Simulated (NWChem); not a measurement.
System: C2HF4, doublet; SMILES F[CH]C(F)(F)F

Here is an NWChem input.

```
start job
memory heap 200 mb stack 900 mb global 1100 mb
geometry units angstroms
  F      1.848023    -0.869484    -0.145057
  C      1.137679     0.240719    -0.260958
  C     -0.319612     0.184478     0.010398
  F     -0.615767     0.016010     1.320089
  F     -0.942576    -0.809991    -0.635102
  F     -0.896046     1.333167    -0.361178
  H      1.681083     1.159013    -0.383548
end
basis spherical
  * library 6-31g*
end
dft
  odft
  mult 2
  xc b3lyp
  iterations 150
end
driver
  maxiter 120
end
task dft optimize
task dft freq
```

Parts of the log:

```
             Northwest Computational Chemistry Package (NWChem) 7.3.0
             --------------------------------------------------------

 C1  symmetry detected

                             Geometry "geometry" -> ""
                             -------------------------

 Output coordinates in angstroms (scale by  1.889725989 to convert to a.u.)

  No.       Tag          Charge          X              Y              Z
 ---- ---------------- ---------- -------------- -------------- --------------
    1 F                    9.0000    -0.06168183    -2.03182307     0.00650326
    2 C                    6.0000     0.68710455    -0.94125644    -0.01707062
    3 C                    6.0000     0.01695906     0.38213102    -0.01037553
    4 F                    9.0000    -0.55972695     0.68593294     1.17559134
    5 F                    9.0000    -0.95399829     0.49098780    -0.92640774
    6 F                    9.0000     0.91230365     1.34649372    -0.25160976
    7 H                    1.0000     1.74354913    -1.06957006     0.12798297

 Effective nuclear repulsion energy (a.u.)     259.3893656236

                                Z-matrix (autoz)
                                --------

 Units are Angstrom for bonds and degrees for angles

      Type          Name      I     J     K     L     M      Value
      ----------- --------  ----- ----- ----- ----- ----- ----------
    1 Stretch                  1     2                       1.32309
    2 Stretch                  2     3                       1.48341
    3 Stretch                  2     7                       1.07405
    4 Stretch                  3     4                       1.35328
    5 Stretch                  3     5                       1.33930
    6 Stretch                  3     6                       1.33785
    7 Bend                     1     2     3               118.65881
    8 Bend                     1     2     7               117.11533
    9 Bend                     2     3     4               113.37476
   10 Bend                     2     3     5               113.38698
   11 Bend                     2     3     6               109.87214
   12 Bend                     3     2     7               123.38947
   13 Bend                     4     3     5               105.79606
   14 Bend                     4     3     6               106.34320
   15 Bend                     5     3     6               107.65390
   16 Torsion                  1     2     3     4          71.01649
   17 Torsion                  1     2     3     5         -49.64842
   18 Torsion                  1     2     3     6        -170.15557
   19 Torsion                  4     3     2     7         -98.19732
   20 Torsion                  5     3     2     7         141.13777
   21 Torsion                  6     3     2     7          20.63062

                           NWChem Geometry Optimization
                           ----------------------------

 maximum gradient threshold         (gmax) =   0.000450
 rms gradient threshold             (grms) =   0.000300
 maximum cartesian step threshold   (xmax) =   0.001800
 rms cartesian step threshold       (xrms) =   0.001200
 fixed trust radius                (trust) =   0.300000
 source of zmatrix                         =   autoz

          -------------------
          Energy Minimization
          -------------------

 Using diagonal initial Hessian
 Scaling for Hessian diagonals: bonds = 1.00  angles = 0.25  torsions = 0.10

          --------
          Step   0

                                 NWChem DFT Module
                                 -----------------

 Summary of "ao basis" -> "ao basis" (spherical)
 ------------------------------------------------------------------------------
       Tag                 Description            Shells   Functions and Types
 ---------------- ------------------------------  ------  ---------------------
 F                           6-31g*                  6       14   3s2p1d
 C                           6-31g*                  6       14   3s2p1d
 H                           6-31g*                  2        2   2s

[...]

      ----------------------
      Optimization converged
      ----------------------

  Step       Energy      Delta E   Gmax     Grms     Xrms     Xmax
  ---- ---------------- -------- -------- -------- -------- --------
@   15    -476.09638960  7.8D-08  0.00001  0.00000  0.00043  0.00117
                                     ok       ok       ok       ok

                                Z-matrix (autoz)
                                --------

 Units are Angstrom for bonds and degrees for angles

      Type          Name      I     J     K     L     M      Value     Gradient
      ----------- --------  ----- ----- ----- ----- ----- ---------- ----------
    1 Stretch                  1     2                       1.33319   -0.00000
    2 Stretch                  2     3                       1.48850   -0.00000
    3 Stretch                  2     7                       1.08423   -0.00000
    4 Stretch                  3     4                       1.35573    0.00001
    5 Stretch                  3     5                       1.34534   -0.00000
    6 Stretch                  3     6                       1.34772    0.00001
    7 Bend                     1     2     3               115.63422    0.00000
    8 Bend                     1     2     7               116.17558    0.00000
    9 Bend                     2     3     4               112.77548    0.00000
   10 Bend                     2     3     5               111.52826   -0.00000
   11 Bend                     2     3     6               108.91850    0.00000
   12 Bend                     3     2     7               121.76476   -0.00000
   13 Bend                     4     3     5               106.93378    0.00000
   14 Bend                     4     3     6               107.56999   -0.00000
   15 Bend                     5     3     6               108.97703    0.00000
   16 Torsion                  1     2     3     4          68.38618    0.00000
   17 Torsion                  1     2     3     5         -51.95934    0.00001
   18 Torsion                  1     2     3     6        -172.27357    0.00000
   19 Torsion                  4     3     2     7         -82.37510    0.00000
   20 Torsion                  5     3     2     7         157.27938    0.00000
   21 Torsion                  6     3     2     7          36.96515    0.00000

                         Geometry "geometry" -> "geometry"
                         ---------------------------------

 Output coordinates in angstroms (scale by  1.889725989 to convert to a.u.)

[...]

 Rotational Constants
 --------------------
 A=   0.180891 cm-1  (  0.260257 K)
 B=   0.093014 cm-1  (  0.133823 K)
 C=   0.091211 cm-1  (  0.131229 K)

 Temperature                      =   298.15K
 frequency scaling parameter      =   1.0000

 Zero-Point correction to Energy  =   19.718 kcal/mol  (  0.031423 au)
 Thermal correction to Energy     =   23.277 kcal/mol  (  0.037094 au)
 Thermal correction to Enthalpy   =   23.869 kcal/mol  (  0.038038 au)

 Total Entropy                    =   76.703 cal/mol-K
   - Translational                =   39.730 cal/mol-K (mol. weight = 101.0014)
   - Rotational                   =   26.443 cal/mol-K (symmetry #  =        1)
   - Vibrational                  =   10.530 cal/mol-K

 Cv (constant volume heat capacity) =   18.526 cal/mol-K
   - Translational                  =    2.979 cal/mol-K
   - Rotational                     =    2.979 cal/mol-K
   - Vibrational                    =   12.567 cal/mol-K

[normal modes left out]

 ----------------------------------------------------------------------------
 Normal Eigenvalue ||           Projected Infra Red Intensities
  Mode   [cm**-1]  || [atomic units] [(debye/angs)**2] [(KM/mol)] [arbitrary]
 ------ ---------- || -------------- ----------------- ---------- -----------
    1       -0.000 ||    0.000134           0.003         0.131       0.030
    2       -0.000 ||    0.000081           0.002         0.079       0.018
    3       -0.000 ||    0.000116           0.003         0.113       0.026
    4        0.000 ||    0.000638           0.015         0.622       0.141
    5        0.000 ||    0.000268           0.006         0.261       0.059
    6        0.000 ||    0.000435           0.010         0.424       0.096
    7       77.191 ||    0.003248           0.075         3.166       0.719
    8      208.363 ||    0.001437           0.033         1.400       0.318
    9      330.534 ||    0.011069           0.255        10.791       2.450
   10      413.312 ||    0.000722           0.017         0.704       0.160
   11      487.221 ||    0.007577           0.175         7.387       1.677
   12      546.902 ||    0.004046           0.093         3.944       0.895
   13      608.870 ||    0.007757           0.179         7.562       1.717
   14      673.031 ||    0.032612           0.752        31.792       7.217
   15      868.191 ||    0.024858           0.573        24.232       5.501
   16     1158.256 ||    0.295207           6.811       287.782      65.333
   17     1206.820 ||    0.036556           0.843        35.636       8.090
   18     1222.503 ||    0.328449           7.578       320.188      72.689
   19     1297.662 ||    0.166142           3.833       161.964      36.769
   20     1460.511 ||    0.022688           0.523        22.117       5.021
   21     3240.386 ||    0.004851           0.112         4.729       1.074
 ----------------------------------------------------------------------------
```

Level: B3LYP/6-31G* (spherical d), spin-unrestricted.
